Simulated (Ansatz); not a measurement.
`C[O][SnH]([CH3])[NH2]` + H–F → `[CH3][SnH]([NH2])[F]` + CH₃OH  (ligand exchange at the Sn–O bond)

Gas-phase electronic energies from Ansatz, PBE0-D4/def2-TZVP geometries. CBS: MP2 limit from def2 TZ/QZ plus the TZ coupled-cluster correction, frozen cores. This one scheme is used for every species. Functionals use def2-TZVPP. B3LYP here is the variant with VWN-RPA as its local correlation; programs differ in this. def2 core potentials past Kr. For Sn outer-core shells are correlated without core-valence functions, which leaves a few kJ/mol of doubt a bond. Each species was taken in one conformer, which may not be the lowest.

`C[O][SnH]([CH3])[NH2]`:

```xyz
14

C     1.112   -1.997   -0.475
O     0.588   -0.822   -1.024
Sn    0.230    0.736    0.144
C    -1.520    0.315    1.279
N    -0.125    2.311   -1.060
H     1.327   -2.700   -1.286
H     0.412   -2.495    0.213
H     2.053   -1.831    0.072
H     1.666    1.019    1.031
H    -1.353   -0.553    1.917
H    -1.776    1.173    1.900
H    -2.345    0.103    0.600
H     0.661    2.556   -1.649
H    -0.929    2.186   -1.661
```

H–F:

Z-matrix (Å, degrees):
```
F
H 1 0.920
```

`[CH3][SnH]([NH2])[F]`:

Cartesian coordinates in Å:
```
C 1.158 -1.105 -0.128
Sn -0.715 -0.164 0.198
N -0.616 1.814 -0.080
F -1.808 -0.820 -1.253
H 1.589 -0.721 -1.053
H 1.839 -0.904 0.700
H 1.011 -2.180 -0.224
H -1.636 -0.540 1.581
H 0.280 2.212 -0.315
H -1.101 2.408 0.573
```

CH₃OH:

```xyz
6

C    -0.323   -0.150   -0.011
O     1.010    0.029    0.409
H    -0.721   -1.001    0.543
H    -0.397   -0.376   -1.082
H    -0.951    0.723    0.208
H     1.382    0.774   -0.068
```

```csv
level,ΔE (kJ/mol),difference from CCSD(T)/CBS
PBE-D4,-43.8,-6.4
r2SCAN-D4,-47.5,-10.1
B3LYP-D4,-45.7,-8.3
ωB97X-V,-48.3,-10.9
ωB97M-V,-46.7,-9.3
PBE,-49.5,-12.1
r2SCAN,-49.4,-12.0
PBE0,-48.9,-11.5
MP2/def2-TZVPP,-31.7,5.7
SCS-MP2/def2-TZVPP,-37.3,0.1
CCSD(T)/def2-TZVPP,-35.5,1.9
HF/def2-QZVPP,-60.4,-23.0
SCS-MP2/def2-QZVPP,-39.2,-1.8
HF/CBS(def2),-60.7,-23.3
MP2/CBS(def2),-33.7,3.7
CCSD/CBS(def2),-40.9,-3.5
CCSD(T)/CBS,-37.4,0
```

Largest T1 diagnostic among the species: 0.013.

The D4 term adds +8.9 kJ/mol with B3LYP and +5.2 kJ/mol with PBE0; it sums over pairs of atoms, weighted by their polarisabilities, and B3LYP, whose exchange is more repulsive, gets the larger term. In def2-TZVPP, CCSD(T) changes the Hartree–Fock value by +23.0 kJ/mol (the triples alone add +3.4 kJ/mol) and MP2 by +26.8 kJ/mol.
